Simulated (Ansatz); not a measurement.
C2H6FGaO, SMILES `C[O][Ga]([CH3])[F]`, relaxed with RKS PBE0-D4/def2-TZVP in the Gaussian-basis code of Ansatz from a PBE-D4/def2-SVP geometry. The force threshold is 0.005 eV/Å; the program also tests the step.

Charge 0, multiplicity 1.

Start:

```xyz
11

C    -1.283   -1.343   -0.692
O     0.126   -1.400   -0.679
Ga    1.164   -0.096   -0.006
C     0.624    1.612    0.787
F     2.867   -0.555   -0.145
H    -1.664   -1.459   -1.732
H    -1.708   -0.391   -0.289
H    -1.713   -2.175   -0.088
H     0.578    1.498    1.888
H     1.378    2.384    0.542
H    -0.369    1.925    0.415
```

Question: By how much does the energy fall, and how many steps does the optimiser take? (Best estimate.)

Answer: Computed: 0.05 eV, in 4 steps.

Question: Which bonds change most? (An estimate is asked.)

Answer: Ansatz gave: O2–Ga3 from 1.797 to 1.773 Å; C1–H6 from 1.114 to 1.095 Å; C1–H8 from 1.114 to 1.095 Å; C1–H7 from 1.117 to 1.099 Å.

Question: Give the relaxed structure. (Best estimate.)

Answer: Ansatz gave: 
```xyz
11

C    -1.278   -1.329   -0.685
O     0.125   -1.391   -0.667
Ga    1.150   -0.102   -0.011
C     0.617    1.592    0.779
F     2.840   -0.546   -0.148
H    -1.641   -1.440   -1.712
H    -1.683   -0.388   -0.287
H    -1.696   -2.148   -0.089
H     0.569    1.490    1.865
H     1.357    2.356    0.539
H    -0.361    1.906    0.415
```
